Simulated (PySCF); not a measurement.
Question: Give a PBE0-D3(BJ)/def2-SVP geometry of `n1ccc[n]1[GeH3]`.

Answer: 
```xyz
12
C3H6GeN2 angstrom
Ge     2.2630    0.2016   -0.3547
N      0.3999    0.1733   -0.1926
C     -0.3990    0.3020    0.9011
C     -1.7031    0.2141    0.4596
C     -1.5825    0.0315   -0.9370
N     -0.3149    0.0095   -1.3160
H      2.6379    1.3859   -1.2506
H      2.7008   -1.1361   -0.9579
H      2.7804    0.3813    1.0800
H      0.0148    0.4434    1.8980
H     -2.6101    0.2728    1.0563
H     -2.3746   -0.0850   -1.6768
```

Orientation and origin are arbitrary. Atoms count from 1 in this order. The 2 C–C bonds span 1.380 Å (C3–C4, aromatic) to 1.414 Å (C4–C5, aromatic), a spread of 0.034 Å. Ge1 (germanium bonded to N and 3 H) is distorted tetrahedral (angles from 104.9° to 112.0°). The 6 heavy atoms lie in one plane (0.002 Å rms). The 5-membered ring N2–C3–C4–C5–N6 has internal angles of 104.1° to 111.8° (sum 540°, against 540° for a flat polygon); it is planar, 0.00 Å rms from its mean plane, widest ring torsion 0°.

Bonds between heavy atoms (Å): Ge1–N2 1.870, N2–C3 1.361, C3–C4 1.380, C4–C5 1.414, C5–N6 1.323, N2–N6 1.342.

Computed with PBE0-D3(BJ)/def2-SVP geometry optimisation, gas phase in PySCF 2.14.0.

Point group: Cs (tolerance 0.08 Å). Stationary, but not proved a minimum.
